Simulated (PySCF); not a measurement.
# Optical rotation: `N#C[C@@H]1CC[C@@H]1[SiH2]O`, C5H9NOSi

Cartesian coordinates in Å; atom numbers follow the order of the lines, from 1:
```xyz
17

N     0.869   -2.324   -1.242
C     0.255   -1.775   -0.446
C    -0.513   -1.042    0.512
C    -1.798   -0.437   -0.096
C    -1.149    0.951   -0.074
C     0.014    0.399    0.773
Si    1.788    0.854    0.231
O     2.015    0.617   -1.352
H    -0.653   -1.662    1.401
H    -2.652   -0.529    0.573
H    -2.075   -0.822   -1.077
H    -0.832    1.285   -1.061
H    -1.739    1.740    0.389
H    -0.131    0.642    1.826
H     1.964    2.294    0.346
H     2.709    0.061    1.048
H     1.922   -0.243   -1.761
```

The calculation used TDDFT B3LYP/def2-SVPD circular dichroism and optical rotation, one conformer, gas phase (PySCF). Geometry: GFN2-xTB.

The molecule is flexible and this is one conformer; a measurement averages over conformers. States above about 7.9 eV (minus the energy of the highest occupied orbital) lie near or above the ionisation threshold and depend on the basis.

Stereocentres: C3 S, C6 S.

**Question.** Give the optical rotatory dispersion at 633, 589.3, 546, 436, 405, 365, 355 nm.

**Answer.** [α] in deg dm⁻¹ (g/mL)⁻¹:
| λ (nm) | origin-invariant length gauge | modified velocity gauge | length gauge (centre of mass) | isotropic polarisability (au) |
| --- | --- | --- | --- | --- |
| 633 | +13.4 | +19.9 | +13.0 | 88.4 |
| 589.3 | +15.5 | +23.1 | +15.0 | 88.7 |
| 546 | +18.2 | +27.1 | +17.5 | 89.1 |
| 436 | +29.0 | +43.8 | +28.0 | 90.7 |
| 405 | +33.9 | +51.5 | +32.8 | 91.4 |
| 365 | +42.6 | +65.2 | +41.3 | 92.7 |
| 355 | +45.4 | +69.6 | +44.0 | 93.0 |

**Question.** And for the mirror image at 589.3 nm?

**Answer.** -15.5 deg dm⁻¹ (g/mL)⁻¹ (origin-invariant length gauge): the same size and the opposite sign.

**Question.** What is the molar rotation [Φ] = [α]·M/100 of the geometry above at 589.3 nm?

**Answer.** With M = 127.22 g/mol, +19.8 deg cm² dmol⁻¹ (origin-invariant length gauge).

The first excitation lies at 6.76 eV (183 nm) with R = -0.9 × 10⁻⁴⁰ esu² cm² (velocity form).
